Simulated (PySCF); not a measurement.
An unknown is described by computed data only.

Formula: C4H10FPSi.

| Property | Result |
| --- | --- |
| UV, first state | lowest singlet excitation: 4.86 eV (255 nm, f = 0.004) [TDDFT CAM-B3LYP/def2-SVPD] |
| Rotational structure | rotational constants A, B, C: 2.133, 1.210, 1.035 GHz [GFN2-xTB] |
| 13C NMR | chemical shifts (computed TMS as zero) by class: 263.5 (1 C), -1.6 (3 C) ppm [GIAO PBE0/pcSseg-1] |
| 1H NMR | chemical shifts (computed TMS as zero) by class: 6.68 (1 H), 0.26 (9 H) ppm [GIAO PBE0/pcSseg-1] |
| Polarisability | 102.4 au [CAM-B3LYP/def2-SVPD] |
| NMR, other nuclei | isotropic shieldings of nuclei other than C and H, by class: 145 (1 F), 355 (1 Si), 153 (1 P) ppm [GIAO PBE0/pcSseg-1] |
| UV, strongest line | among the 8 lowest singlet transitions: S2 at 5.18 eV (239 nm, f = 0.276) [TDDFT CAM-B3LYP/def2-SVPD] |
| Triplet | lowest triplet excitation (Tamm–Dancoff): 2.60 eV [TDA CAM-B3LYP/def2-SVPD] |

Electronic properties: PySCF, gas phase, density fitting. Levels stand in brackets. Geometry: GFN2-xTB; no solvent, vibrations or thermal averaging. Each NMR value is the plain mean over a class of atoms that symmetry, rotation or inversion makes alike.

Question: Propose a structure and show how it fits.

Answer: Numbering: `[H]/[P:7]=[C:5](/[Si:2]([CH3:1])([CH3:3])[CH3:4])[F:6]`. 4 carbons fall into 2 classes; from least to most shielded: carbon bonded to F, P and Si [C5] (263.5 ppm), Si-methyl carbon [C1/C3/C4] (-1.6 ppm, 3 C). Hydrogen classes from least to most shielded: 1 H on a phosphorus bonded to C and H, P7 (6.68 ppm), 9 H on 3 Si-methyl carbons, C1/C3/C4 (0.26 ppm). The other shieldings belong to: 145 ppm, fluorine bonded to C [F6]; 355 ppm, four-coordinate silicon [Si2]; 153 ppm, phosphorus bonded to C and H [P7]. S1 is mainly HOMO−1→LUMO (weight 0.96); the largest Löwdin shares of the orbital it empties are 0.61 on the phosphorus bonded to C and H, 0.13 on the carbon bonded to F, P and Si, 0.12 on the fluorine bonded to C and 0.08 on the P–H hydrogen, of the orbital it fills 0.43 on the phosphorus bonded to C and H, 0.35 on the carbon bonded to F, P and Si, 0.07 on the fluorine bonded to C and 0.07 on the P–H hydrogen. By its constants the optimised geometry is an asymmetric top. Structure: `[H]/P=C(\F)[Si](C)(C)C`. Computed isomers that give other values at the same levels: `F[SiH]1CCPCC1` (13C chemical shifts (computed TMS as zero) by class: 21.4 (2 C), 16.0 (2 C) ppm). The assignments are read from this structure; whether some other isomer fits the data as well wasn't checked.

Shape of the structure used: `[H]/[P:7]=[C:5](/[Si:2]([CH3:1])([CH3:3])[CH3:4])[F:6]`: C1–Si2–C5–F6 58°.
